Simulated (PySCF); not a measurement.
**Computed data sheet: `CCCCOCC` (ethyl butyl ether)**

Compound: ethyl butyl ether, C6H14O.
Z-matrix (Å and degrees, PBE0-D3(BJ)/def2-SVP geometry), rows numbered from 1:
```
C 
C   1  1.5196
C   2  1.5226  1  113.28
C   3  1.5134  2  113.43  1  -177.76
O   4  1.3981  3  109.31  2    61.59
C   5  1.3973  4  114.00  3  -176.93
C   6  1.5095  5  109.07  4  -179.77
H   1  1.1006  2  111.65  3  -179.65
H   1  1.1023  2  111.47  3   -59.37
H   1  1.1020  2  111.22  3    60.28
H   2  1.1049  1  109.78  3   122.12
H   2  1.1017  1  110.26  3  -121.58
H   3  1.1038  2  110.20  1    60.53
H   3  1.1039  2  109.68  1   -56.31
H   4  1.1103  3  110.31  2  -176.84
H   4  1.1117  3  109.99  2   -59.62
H   6  1.1108  5  110.28  4    58.79
H   6  1.1108  5  110.38  4   -58.31
H   7  1.1000  6  110.38  5    58.75
H   7  1.0998  6  110.78  5   179.00
H   7  1.1001  6  110.54  5   -60.67
```

Structural features include: ether.

PBE0-D3(BJ)/def2-SVP geometry optimisation, gas phase (PySCF):

```
Point group                  : C1
Rotational constants A, B, C : 6.139, 1.019, 0.924 GHz
```

From CAM-B3LYP/def2-SVPD ground state, ΔSCF and vertical TDDFT (core frozen in the response) (PySCF):

```
Dipole moment                                                     : 1.08 D
HOMO energy                                                       : -8.80 eV
LUMO energy                                                       : 1.45 eV
HOMO–LUMO gap                                                     : 10.25 eV
Lowest singlet excitation                                         : 7.17 eV (173 nm, f = 0.033)
Strongest line among the 10 lowest singlet transitions            : S3 at 8.11 eV (153 nm, f = 0.038)
Lowest triplet excitation (Tamm–Dancoff)                          : 6.98 eV
Static isotropic polarisability                                   : 81.6 au
Vertical ionisation energy                                        : 9.61 eV
Electronic spatial extent ⟨r²⟩ about the centre of nuclear charge : 1338 bohr²
```

**PBE/pcSseg-1 ground state and GIAO shieldings, non-relativistic (PySCF)**

```
13C chemical shifts (computed TMS as zero) by class         : 76.1 (C4), 71.4 (C6), 37.6 (C3), 25.2 (C2), 17.5 (C7), 16.9 (C1) ppm
1H chemical shifts (computed TMS as zero) by class          : 3.44 (H15/H16), 3.40 (H17/H18), 1.42 (H11/H12), 1.39 (H13/H14), 1.22 (H19/H20/H21), 0.97 (H8/H9/H10) ppm
Isotropic shieldings of nuclei other than C and H, by class : 263 (O5) ppm
```

From B3LYP/pcJ-1 indirect spin-spin coupling, non-relativistic, gas phase; spin–dipole term left out (PySCF):

```
Largest of the computed one-bond spin–spin couplings (means over like bonds) : 13C–1H +141.4 (C4–H15 and 1 like it), 13C–1H +141.4 (C6–H17 and 1 like it), 13C–1H +133.1 (C7–H19 and 2 like it), 13C–1H +131.3 (C2–H11 and 1 like it), 13C–1H +131.2 (C1–H8 and 2 like it), 13C–1H +129.8 (C3–H13 and 1 like it), 13C–13C +42.5 (C6–C7), 13C–13C +41.7 (C3–C4) Hz
```

**delta-SCF UKS SCAN, pcX-2 on the ionised atom, pcseg-1 elsewhere, spin-free X2C (PySCF)**

```
Core binding energies : C1s 290.3 (C2), C1s 290.4 (C3), C1s 290.4 (C1), C1s 290.6 (C7), C1s 291.8 (C4), C1s 292.0 (C6), O1s 538.1 (O5) eV
```

Monoisotopic mass from the formula: 102.1045 u.

The polarisability is 12.09 Å³ as a volume (1 au = 0.148185 Å³), or 1.41 au for each of the 58 electrons. The ΔSCF ionisation energy exceeds −ε(HOMO) by 0.81 eV with CAM-B3LYP. The rotational constants make it an asymmetric top with κ = (2B − A − C)/(A − C) = -0.96, nearer the prolate limit (−1). In wavenumbers S1 is 57900 cm⁻¹ (1 eV = 8065.54 cm⁻¹). A dipole of 1.08 D is allowed in C1, and pure rotational transitions are dipole-allowed. The largest Löwdin shares of the HOMO are 0.56 on O5, 0.10 on C6, 0.10 on C4 and 0.05 on H15. The dipole equals about 3.6 × 10⁻³⁰ C·m (1 D = 3.33564 × 10⁻³⁰ C·m).

 NMR classes are plain means over equivalent atoms (diastereotopic ones count apart unless rotation or inversion swaps them), as if these changed places fast; in this geometry the members of some classes differ.

For the spin–spin coupling job (B3LYP/pcJ-1), time: 2.1 min of wall time. Hardware: one thread, x86-64 server, no GPU (shared host).

One conformer stands for the species.
